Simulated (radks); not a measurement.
Species: K II. Configuration: [Ar].

Calculated with a radial shooting solver on a logarithmic mesh with Libxc functionals: non-relativistic Kohn-Sham, LDA (Slater exchange, Perdew-Wang correlation), spin-polarised, spherical densities, point nucleus; hard spherical wall at 8 bohr.

Energy parts (hartree):
| part | energy |
|---|---|
| total | -598.03273 |
| kinetic | 597.01960 |
| electron-nucleus | -1416.71410 |
| Hartree | 253.19455 |
| exchange-correlation | -31.53279 |

Orbitals (lengths in bohr, moments of r in powers of bohr; r(90%) holds 90 % of the orbital's charge):
orbital	occ.	eigenvalue (hartree)	<1/r>	<r>	r(90%)
1s	2	-128.6429	18.50	0.08174	0.146
2s	2	-13.06649	3.753	0.3914	0.610
2p	6	-10.51131	3.685	0.3520	0.582
3s	2	-1.50786	1.096	1.275	1.93
3p	6	-0.91818	0.9608	1.428	2.23
4s	0	-0.21625	0.3451	3.749	5.40
3d	0	-0.14128	0.5264	2.592	4.47
4p	0	-0.10858	0.3059	4.218	5.92

The highest occupied level is 3p at -24.985 eV. The density falls to 0.001 e/bohr^3 at r = 3.32 bohr. Summed over all electrons, <r^2> = 19.59 bohr^2, which gives a Langevin (diamagnetic) susceptibility term of -15.5 x 10^-6 cm^3/mol. The pressure on the wall is 0.000154 GPa.
